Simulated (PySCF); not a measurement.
A side-by-side comparison of computed properties.

First species: C₄H₈BFO₂.
Structure used (PBE0-D3(BJ)/def2-SVP), in Å, numbered top down from 1:
```xyz
16
C4H8BFO2 angstrom
O     -2.2519    1.2955   -0.6739
B     -1.5878    0.1085   -0.5373
O     -2.3164   -1.0261   -0.3848
C     -0.0149    0.0482   -0.4921
C      0.7776   -1.2093   -0.0679
C      1.7794   -0.2930    0.6645
C      0.6914    0.7751    0.6667
F      1.0617    2.0760    0.4388
H     -1.6547    2.0479   -0.7369
H     -3.2628   -0.8425   -0.4023
H      0.4195    0.4572   -1.4221
H      1.1688   -1.8528   -0.8676
H      0.1959   -1.8360    0.6244
H      2.5924    0.0224   -0.0073
H      2.2062   -0.6140    1.6263
H      0.0965    0.7587    1.5975
```

Second species: C₅H₉BO₃.
SMILES: `COCC1=[O+][BH2-]OC=C1`

Levels: PBE0/def2-SVPD for dipole moment, HOMO energy, LUMO energy, HOMO–LUMO gap, static isotropic polarisability and electronic spatial extent ⟨r²⟩ about the centre of nuclear charge; TDDFT PBE0/def2-SVPD for lowest singlet excitation; TDA PBE0/def2-SVPD for lowest triplet excitation (Tamm–Dancoff); ΔSCF PBE0/def2-SVPD for vertical ionisation energy; PBE0-D3(BJ)/def2-SVP for rotational constant A and rotational constant C. Geometries: PBE0-D3(BJ)/def2-SVP. Each structure is a single optimised conformer of the isolated species, non-relativistic unless stated; the electronic structure was computed with PySCF and density fitting.

The conformers computed, where there is a choice (atom-mapped SMILES and torsion angles):
- `[OH:1][B:2]([OH:3])[C@@H:4]1[CH2:5][CH2:6][C@H:7]1[F:8]`: O1–B2–C4–C5 168°, H–O1–B2–O3 177°, H–O3–B2–O1 1°
- `[CH3:1][O:2][CH2:3][C:4]1=[O+:5][BH2-:6][O:7][CH:8]=[CH:9]1`: C1–O2–C3–C4 -176°, O2–C3–C4–O5 -172°

| property | column X | column Y |
| --- | --- | --- |
| dipole moment | 0.52 D | 5.09 D |
| HOMO energy | -8.40 eV | -7.07 eV |
| LUMO energy | 0.09 eV | -2.23 eV |
| HOMO–LUMO gap | 8.49 eV | 4.84 eV |
| lowest singlet excitation | 7.47 eV | 3.70 eV |
| lowest triplet excitation (Tamm–Dancoff) | 7.26 eV | 2.78 eV |
| static isotropic polarisability | 67.1 au | 88.1 au |
| vertical ionisation energy | 10.37 eV | 8.99 eV |
| electronic spatial extent ⟨r²⟩ about the centre of nuclear charge | 1040 bohr² | 1464 bohr² |
| rotational constant A | 3.063 GHz | 4.672 GHz |
| rotational constant C | 1.089 GHz | 0.772 GHz |

Task: Which column belongs to which species?

Result: Column X is the first species and column Y the second. The first has 16 atoms and 62 electrons, the second 18 and 68.

Task: How does each property change from the first species to the second?

Result: dipole moment +4.57 D; HOMO energy +1.33 eV; LUMO energy -2.32 eV; HOMO–LUMO gap -3.65 eV; lowest singlet excitation -3.77 eV; lowest triplet excitation (Tamm–Dancoff) -4.48 eV; static isotropic polarisability +21.0 au; vertical ionisation energy -1.38 eV; electronic spatial extent ⟨r²⟩ about the centre of nuclear charge +424 bohr²; rotational constant A +1.609 GHz; rotational constant C -0.317 GHz.

On the first: The vertical singlet–triplet gap S1 − T1 is 0.21 eV (TDDFT singlet less Tamm–Dancoff triplet). S1 lies 1.02 eV below the HOMO–LUMO gap; its leading configuration is HOMO→LUMO, weight 0.95.

On the second: The polarisability is 13.06 Å³ as a volume (1 au = 0.148185 Å³), or 1.30 au for each of the 68 electrons. The ΔSCF ionisation energy exceeds −ε(HOMO) by 1.92 eV with PBE0.
